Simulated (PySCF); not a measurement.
Heteronuclear NMR

Atom-mapped SMILES (the numbers label the heavy atoms): `[O:1]=[CH:2][SiH2:3][P:4]([SiH3:5])[SiH3:6]`. Each H is labelled by its parent atom.

Level of theory: PBE0/pcSseg-1 with gauge-including orbitals, coordinates at the GFN2-xTB level, in PySCF (non-relativistic, rapidly exchanging positions averaged, isolated molecule, one computed conformer).

(1) Predict the 31P NMR data.

(2) Predict the 29Si NMR data.

(3) Where does 17O resonate?

Results:

(1) 
```csv
atoms,environment,σ (ppm),δ (ppm)
P4,phosphorus bonded to 3 Si,717.1,-323.9
```

Shieldings were converted by a linear fit to measured shifts: 31P (scatter 18.1 ppm rms vs H3PO4, solution or neat liquid). A few per cent of atoms miss by over 2 rms, more outside the fitted compound classes.

On a 500 MHz spectrometer 31P resonates near 202.4 MHz, so 1 ppm is 202.4 Hz.

(2) 
```
  atoms                  environment  σ (ppm)  δ (ppm)
    Si3  silicon bonded to C, P, 2 H    403.2    -51.4
Si5/Si6     silicon bonded to P, 3 H    427.5    -71.4
```

Shieldings were converted by a linear fit to measured shifts: 29Si (scatter 8.9 ppm rms, 25.8 ppm with the 6 outliers that the fit left out vs TMS, solution or neat liquid). A few per cent of atoms miss by over 2 rms, more outside the fitted compound classes.

On a 500 MHz spectrometer 29Si resonates near 99.3 MHz, so 1 ppm is 99.3 Hz.

(3) 
```
atoms      environment  σ (ppm)  δ (ppm)
   O1  carbonyl oxygen   -554.8    772.1
```

Shieldings were converted by a linear fit to measured shifts: 17O: δ = 266.70 − 0.911σ (rms 10.7 ppm, 155 shifts, 12.2 ppm with the 3 outliers that the fit left out vs liquid water, solution or neat liquid). Occasional misses reach two or three times the rms, and more in compound classes unlike the fitted ones.

On a 400 MHz spectrometer 17O resonates near 54.2 MHz, so 1 ppm is 54.2 Hz.
